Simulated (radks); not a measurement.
Question: Species: Pb XIX. Configuration: [Kr] 4d10 4f14 5s2 5p2 (the NIST ground configuration). Calculated with a radial shooting solver on a logarithmic mesh with Libxc functionals: Dirac Kohn-Sham, PBE, spin-unpolarised, spherical densities, point nucleus; open shells are shared between the two j in proportion to 2j + 1. Some entries of the table are withheld. Estimate them.

| orbital | occ. | eigenvalue (eV) | <1/r> (bohr^-1) | r(max) (bohr) |
|---|---|---|---|---|
| 1s1/2 | 2 | -88394.81 | 101.5 | 0.009835 |
| 2s1/2 | 2 | -16130.80 | (1) | 0.05735 |
| 2p1/2 | 2 | -15506.06 | (2) | 0.04198 |
| 2p3/2 | 4 | -13315.20 | (3) | 0.04969 |
| 3s1/2 | 2 | -4173.203 | 9.201 | 0.1613 |
| 3p1/2 | 2 | -3891.839 | 9.108 | 0.1503 |
| 3p3/2 | 4 | -3402.308 | 7.787 | 0.1659 |
| 3d3/2 | 4 | -2941.263 | 7.688 | 0.1288 |
| 3d5/2 | 6 | -2836.976 | 7.394 | 0.1330 |
| 4s1/2 | 2 | (4) | 3.919 | 0.3621 |
| 4p1/2 | 2 | -1124.033 | 3.809 | 0.3596 |
| 4p3/2 | 4 | -1003.169 | 3.356 | 0.3909 |
| 4d3/2 | 4 | -804.4764 | 3.167 | 0.3816 |
| 4d5/2 | 6 | -781.6964 | 3.066 | 0.3911 |
| 4f5/2 | 6 | -523.4603 | 2.760 | 0.3441 |
| 4f7/2 | 8 | -518.1422 | 2.723 | 0.3483 |
| 5s1/2 | 2 | (5) | 1.780 | 0.7594 |
| 5p1/2 | 0.666667 | -457.4825 | 1.695 | 0.7848 |
| 5p3/2 | 1.33333 | -426.8588 | 1.552 | 0.8431 |

Answer: 
(1) 2s1/2 <1/r> (bohr^-1): 25.08
(2) 2p1/2 <1/r> (bohr^-1): 25.02
(3) 2p3/2 <1/r> (bohr^-1): 19.97
(4) 4s1/2 eigenvalue (eV): -1246.037
(5) 5s1/2 eigenvalue (eV): -503.8850
